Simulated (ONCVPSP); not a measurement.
**magnesium (Mg): ONCV pseudisation with LDA (Perdew-Wang 92), scalar-relativistic reference atom.**

magnesium, optimised norm-conserving Vanderbilt (ONCV), made with ONCVPSP 4.0.1 (LDA (Perdew-Wang 92), scalar-relativistic). Core [He], reference 2s2 2p6 3s2. Waves: 2s+3s: rc 1.00 bohr, ncon 4, nbas 9, qcut 13.4 1/bohr, 2 projectors; 2p: rc 1.05 bohr, ncon 4, nbas 7, qcut 13.6 1/bohr, 1 projector. Local part: polynomial inside 0.65 bohr (lpopt 3, dvloc0 0 Ha). Core correction: none.

Poles of the logarithmic derivatives, all-electron (AE) and pseudo (PS). s: poles at -1.3 (AE) and -1.3 (PS) Ha. p: poles at -0.6 (AE) and -0.6 (PS) Ha. Test radii: s 1.02, p 1.07 bohr.

* Cutoffs needed: 70 Ha and 80 Ha (the cutoffs (Ha) at which the residual kinetic energy of the hardest occupied pseudo-wave falls to 1 and 0.1 mHa per electron)
* Ghost test: no bound ghost flagged; no localised positive-energy state flagged
* Largest excitation error: -45 meV (all-electron minus pseudo) for 2s2 2p6 3s0 3p2, out of 4 test configurations
